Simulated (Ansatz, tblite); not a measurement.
Spin states of the cluster Si₂O₃ (the lowest singlet isomer of a short search), each relaxed with PBE-D4/def2-SVP in Ansatz. Electronic energies in the gas phase.

The xTB rows come from tblite. Correlated methods freeze 13 core orbitals. In CCSD on the charge 0 triplet the largest single amplitude is 0.32, so its Hartree–Fock determinant may place the open shell otherwise than the density functionals do. The structure comes from a short search, and lower isomers may exist.

Singlet geometry (C2v within 0.1 Å):

Cartesian coordinates in Å:
```
Si -0.837 -1.784 1.574
Si 0.305 0.648 -0.573
O 1.629 0.044 -1.113
O -0.773 1.761 -0.486
O -0.325 -0.670 0.598
```

Triplet geometry (C2v within 0.1 Å):

```xyz
5

Si   -2.0971   -0.7518    1.4488
Si    0.5322    0.1904   -0.3702
O     1.6778   -0.8606   -0.7029
O     0.6465    1.6870   -0.8940
O    -0.7594   -0.2649    0.5183
```

Quintet geometry (Cs within 0.1 Å):

```xyz
5

Si    0.464    2.188   -1.046
Si   -0.139   -0.544    0.256
O    -1.714   -0.570    0.005
O     0.563   -1.766    0.997
O     0.825    0.692   -0.212
```

⟨S²⟩: triplet 2.03 at PBE0-D4/def2-TZVP (pure 2.00), quintet 6.02 at PBE0-D4/def2-TZVP (pure 6.00).

Run but left out: HF/STO-3G (triplet: ⟨S²⟩ 2.49, where a pure state has 2.00); HF/def2-TZVP, HF/def2-TZVPP, MP2/def2-TZVP, MP2/def2-TZVPP (triplet: a determinant that CCSD turns far, T1 0.056); HF/STO-3G (quintet: ⟨S²⟩ 6.51, where a pure state has 6.00); HF/def2-TZVP, HF/def2-TZVPP, MP2/def2-TZVP, MP2/def2-TZVPP (quintet: a determinant that CCSD turns far, T1 0.051).

Only these spin states were relaxed.

```tsv
level	triplet − singlet (kcal/mol)	quintet − singlet (kcal/mol)	lowest of these	remarks
GFN1-xTB	107.2	255.7	singlet	–
GFN2-xTB	82.6	203.9	singlet	–
PBE-D4/def2-TZVP	39.3	118.2	singlet	–
BLYP-D4/def2-TZVP	39.6	125.7	singlet	–
r2SCAN-D4/def2-TZVP	36.7	108.5	singlet	–
B97M-V/def2-TZVP	39.3	120.6	singlet	–
PBE0-D4/def2-TZVP	38.7	116.7	singlet	–
CCSD/def2-TZVPP	47.3	125.5	singlet	large T1 (0.025) (singlet), large T1 (0.051) (quintet), large T1 (0.056) (triplet)
CCSD(T)/def2-TZVPP	49.4	128.7	singlet	large T1 (0.025) (singlet), large T1 (0.051) (quintet), large T1 (0.056) (triplet)
```

Change of the quintet − singlet gap on mixing in exact exchange, in kcal/mol: PBE to PBE0 (25 % exact exchange) -1.6.

The xTB methods have no term that favours high spin, so they put low spin too low.
